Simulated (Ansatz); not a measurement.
`O[SiH2]S[SiH3]` at its PBE0-D4/def2-TZVP geometry, where that method's forces vanish. Charge 0, multiplicity 1.

```xyz
10

O    -1.4416    0.7758   -1.7404
Si   -0.3011    1.2652   -0.6693
S     1.4180   -0.0046   -0.6346
Si    0.8017   -1.2280    1.0048
H    -1.7582   -0.1270   -1.6801
H    -0.8435    1.3052    0.7155
H     0.1249    2.6021   -1.1286
H    -0.5972   -1.6961    0.8114
H     0.8833   -0.4957    2.2924
H     1.7135   -2.3969    1.0289
```

Problem. What forces (eV/Å) does PBE-D4/def2-TZVPP give on these atoms in Ansatz? (Best estimate.)

Solution. Ansatz gave: 
```
O1  -0.222  0.292 -0.396
Si2  0.177  0.078  0.260
S3   0.280 -0.006 -0.163
Si4 -0.033 -0.003  0.028
H5  -0.154 -0.419  0.027
H6  -0.052  0.023  0.166
H7   0.041  0.157 -0.066
H8  -0.144 -0.059 -0.009
H9   0.007  0.069  0.148
H10  0.099 -0.132  0.005
```
